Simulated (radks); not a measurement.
The numbers below are computed, except where a source is named.
Problem. The mean radii <r> (bohr) of the occupied orbitals of an atom or ion are listed with their occupations. Level of theory: Dirac Kohn-Sham, PBE, spin-unpolarised, spherical densities, finite nucleus; Fermi nuclear charge, rms radius of each element as measured or else 0.836 A^(1/3) + 0.57 fm (a radial shooting solver on a logarithmic mesh with Libxc functionals).

| orbital | occ. | <r> |
|---|---|---|
| 1s1/2 | 2 | 0.02722 |
| 2s1/2 | 2 | 0.1165 |
| 2p1/2 | 2 | 0.09826 |
| 2p3/2 | 4 | 0.1039 |
| 3s1/2 | 2 | 0.3090 |
| 3p1/2 | 2 | 0.2984 |
| 3p3/2 | 4 | 0.3092 |
| 3d3/2 | 4 | 0.2782 |
| 3d5/2 | 6 | 0.2815 |
| 4s1/2 | 1 | 0.6438 |

Name the element and its charge. Open shells, if any, fill j = l - 1/2 first.

Solution. Z = 53, iodine, charge +24: I24+ in [Ar] 3d10 4s1. The 1s radius gives Z: for a bare nucleus <r> = (2 gamma + 1)/(2Z) with gamma = sqrt(1 - (Z/c)^2), 0.02683 bohr for Z = 53, and screening makes it slightly larger (0.02722 here). The occupations add up to 29, and the charge is Z minus that.
